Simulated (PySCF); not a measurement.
CH7AlGeO, SMILES C[O][AlH][GeH3]. Atoms are numbered in the order given.

```xyz
11

Al     1.2578    -0.0034    -0.2536
Ge    -0.7084     0.0392     1.2591
H     -0.7352    -1.1838     2.2091
H     -0.7107     1.2892     2.1735
H     -2.0599     0.0414     0.5049
H      2.7665     0.0174     0.2112
O      1.0194    -0.0605    -1.9365
C     -0.0249    -0.0956    -2.8642
H      0.0372    -1.0096    -3.4818
H     -1.0237    -0.0782    -2.3861
H      0.0365     0.7701    -3.5479
```
Charge 0, spin multiplicity 1.

Geometry optimised at B3LYP-D3(BJ)/def2-SVP. The structure was generated by enumeration; whether it is a known compound was not checked. The values are those of a single conformer.

Two levels are set side by side: PBE/pcSseg-1 (PySCF) and PBE0/pcSseg-1 (PySCF). GIAO shifts against GeH4 (⁷³Ge), H2O (¹⁷O), TMS (¹H), TMS (¹³C) at the same level; non-relativistic, no solvent, atoms listed together averaged. Differences are taken from unrounded values.

```json
[
 {"quantity": "δ(⁷³Ge) of Ge2 (ppm)", "PBE0": "-107.8", "PBE": "-110.5", "PBE minus PBE0": "-2.7"},
 {"quantity": "δ(¹H) of H6 (ppm)", "PBE0": "5.21", "PBE": "5.37", "PBE minus PBE0": "0.16"},
 {"quantity": "δ(¹⁷O) of O7 (ppm)", "PBE0": "105.1", "PBE": "138.9", "PBE minus PBE0": "33.8"},
 {"quantity": "δ(¹³C) of C8 (ppm)", "PBE0": "57.9", "PBE": "60.4", "PBE minus PBE0": "2.4"}
]
```

Rough cost on one machine, each run with all the roots and properties that it gave: PBE0 against PBE within a factor of 2.
